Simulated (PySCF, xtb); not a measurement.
3-ethenylsiletane (C5H10Si), SMILES C=CC1C[SiH2]C1.

The structure is a stationary point at PBE0-D3(BJ)/def2-SVP. The values are those of a single conformer.

Method: IEF-PCM-PBE0/def2-SVP (PySCF).

The values are the electrostatic part of the solvation free energy, E(continuum) − E(gas) at the gas-phase geometry, in a cavity of scaled van der Waals radii (PySCF's table); cavitation and dispersion terms are not included. In vacuum the orbital gap is 7.40 eV. The dipole moment in vacuum is 0.23 D.

Computed values in water (ε = 78.36), N,N-dimethylformamide (ε = 37.22), acetonitrile (ε = 35.69):
```
solvent                    ε  ΔG(elec) (kcal/mol)  dipole (D)  gap (eV)
---------------------  -----  -------------------  ----------  --------
water                  78.36                 -1.6        0.33      7.43
N,N-dimethylformamide  37.22                 -1.6        0.32      7.43
acetonitrile           35.69                 -1.6        0.32      7.43
```

For comparison, GFN2-xTB/ALPB(water) (xtb, at the GFN2-xTB geometry, all terms of that model) gives 0.0 kcal/mol.
